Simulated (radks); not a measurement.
Neutral holmium inside a hard spherical wall (all orbitals vanish at R), configuration held at [Xe] 4f11 6s2 and not refilled when levels cross. Calculated with a radial shooting solver on a logarithmic mesh with Libxc functionals: scalar-relativistic Kohn-Sham, LDA (Slater exchange, Perdew-Wang correlation), spin-unpolarised, spherical densities, point nucleus. Eigenvalues in eV, with the zero of energy where the potential of the charges vanishes at infinity; a dash marks a level that is unbound or too diffuse for the functional's potential to be trusted. A positive occupied level is held by the wall or, in an anion where self-interaction has pushed it up, behind a barrier. The pressure on the wall is -dE/dV.

R (bohr)  E (hartree)  kinetic (hartree)    e(5s)    e(5p)   e(6s)   e(4f)  e(5d, empty)  e(6p, empty)  pressure (GPa)
free      -12608.2701          13633.883  -50.534  -26.005  -3.941  -3.362        -1.207        -1.196               0
20        -12608.2701          13633.883  -50.534  -26.005  -3.941  -3.362        -1.207        -1.195        < 0.0001
15        -12608.2701          13633.884  -50.533  -26.004  -3.940  -3.361        -1.204        -1.182        0.000131
12        -12608.2698          13633.887  -50.508  -25.979  -3.921  -3.336        -1.175        -1.103         0.00459
10        -12608.2680          13633.903  -50.395  -25.867  -3.828  -3.226        -1.058        -0.862          0.0485
7         -12608.2319          13634.110  -49.374  -24.868  -2.778  -2.220        -0.015         1.102            1.74
4         -12607.4554          13637.125  -43.135  -18.946  10.036   4.428         7.898        20.019             144
3.5       -12606.7273          13639.894  -39.710  -15.589  19.780   8.415        12.824        32.912             400
3         -12605.0750          13646.088  -33.629   -9.247  39.135  15.740        22.011        56.985            1300
1.5       -12541.2048          13845.076   104.14   151.03  474.15  135.34        223.65        528.91          189000
